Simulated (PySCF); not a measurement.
**Trend along the fifth-period p block: MSe molecules**

HF with triple-zeta basis sets in PySCF, for the lowest determinant that a PBE0 search found; no spin–orbit coupling. De refers to high-spin ground-configuration atoms. A positive dipole means M(−)Se(+).

```
 M         basis  reference  state (unpaired electrons)  Re (Å)  ωe (cm⁻¹)  De (eV)  μ (D)
Sn    def2-TZVPP        RHF      singlet (closed shell)   2.310        362     2.34  -3.79
Te  x2c-TZVPPall        UHF              triplet (π ↑↑)   2.326        361     1.13  -1.24
 I    def2-TZVPP        UHF               doublet (π ↑)   2.476        271     0.69   0.12
```

The shortest bond is that of SnSe (2.310 Å), the longest that of SeI (2.476 Å). SnSe is bound most strongly (2.34 eV) and SeI least (0.69 eV).

The rows differ in basis set, which adds steps of its own.

The state changes along the series, so neighbouring rows are not always alike in their bonding.

Spin–orbit coupling is left out, which matters for elements this heavy, above all for dissociation energies. Where the molecule has an RHF reference, its open-shell atoms are computed with UHF. Hartree–Fock leaves out correlation, which carries a large part of most bond energies and some tenths to 1 eV of ionisation energies. States were picked by a PBE0 search and need not be the measured ground states.
